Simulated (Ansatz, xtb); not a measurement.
**Two isomers of C3H6Te**

Structure X: `CC(C)=[Te]`, a singlet. Structure Y: `C1C[Te]C1`, a singlet. Both are isolated molecules in the gas phase, relaxed with PBE0-D3(BJ)/def2-SVP.

X (Å):

```csv
atom,x (Å),y (Å),z (Å)
C,-0.6814,0.5560,2.1996
C,-0.5567,0.8634,0.7463
C,0.7314,0.4608,0.1131
Te,-2.0095,1.7500,-0.2779
H,0.1348,1.0481,2.7599
H,-0.5512,-0.5290,2.3674
H,-1.6437,0.8698,2.6203
H,0.7768,0.7071,-0.9541
H,0.8892,-0.6262,0.2392
H,1.5756,0.9505,0.6325
```

Y (Å):

```xyz
10

C    -0.7385    0.7425    1.3709
C    -0.4341   -0.4058    0.4031
C     0.5684    1.5423    1.3875
Te    1.7179   -0.2195    0.7732
H    -1.6269    1.3387    1.0956
H    -0.9207    0.3289    2.3750
H    -0.8690   -1.3821    0.6523
H    -0.6352   -0.1625   -0.6492
H     0.8607    1.9793    2.3508
H     0.6326    2.3012    0.5958
```

Q: Estimate which is lower in electronic energy at CCSD(T)/def2-SVP + ΔMP2/def2-TZVPP, and by roughly how much.

A: Not settled: CCSD(T)/def2-SVP + ΔMP2/def2-TZVPP gives E(Y) − E(X) = −2.1 kcal/mol, but this leans on the basis-set step: CCSD(T) alone gives +2.3 kcal/mol.

How the difference moves with the method:

```csv
level,geometry,E(Y) − E(X) (kcal/mol),departure from the last row (kcal/mol),"job, with rough time for the two"
GFN2-xTB,GFN2-xTB,−10.4,−8.3,"optimisation, 0.12 s"
HF/STO-3G,GFN2-xTB,−30.2,−28.1,"single point, 0.62 s"
r2SCAN-D4/def2-SVP,GFN2-xTB,−1.6,+0.5,"single point, 2 s"
PBE0-D3(BJ)/def2-SVP,PBE0-D3(BJ)/def2-SVP,−3.1,−1.0,"optimisation, 56 s"
HF/def2-SVP,PBE0-D3(BJ)/def2-SVP,0.0,+2.1,part of the CCSD(T) run
MP2/def2-SVP,PBE0-D3(BJ)/def2-SVP,+1.1,+3.2,part of the CCSD(T) run
CCSD(T)/def2-SVP,PBE0-D3(BJ)/def2-SVP,+2.3,+4.4,single point
CCSD(T)/def2-SVP + ΔMP2/def2-TZVPP,PBE0-D3(BJ)/def2-SVP,−2.1,,"single point, 21 s"
```

As drawn, Y has 2 C–Te in place of 1 C=Te. Structure X has no ring, Y a 4-membered ring.

MP2/def2-SVP, CCSD(T)/def2-SVP put the two in the other order. HF/def2-SVP finds them nearly level. The largest departure from CCSD(T)/def2-SVP + ΔMP2/def2-TZVPP is that of HF/STO-3G, 28.1 kcal/mol. The last row adds to CCSD(T) the change of the MP2 difference between the two basis sets, here −4.4 kcal/mol, a large step that makes the value less sure.

With harmonic frequencies from PBE0-D3(BJ)/def2-SVP (ideal gas, rigid rotor, one conformer each, 298.15 K, 1 atm): the zero-point term adds +1.4 kcal/mol; ΔH is −1.4 and ΔG −0.2 kcal/mol.

The T1 diagnostic of structure X is large, so the coupled-cluster value is less sure. The correlated steps freeze 7 core orbitals; the filled d shell of Te is correlated, in a basis made for valence electrons. Atoms past krypton carry core potentials in the def2 sets, other sets are all-electron and non-relativistic, and no spin–orbit term is included. Codes used: Ansatz 0.2.0, xtb 6.7.1; the last row on 2 threads of Intel(R) Xeon(R) Platinum 8375C CPU @ 2.90GHz (Ice Lake) on a shared host.
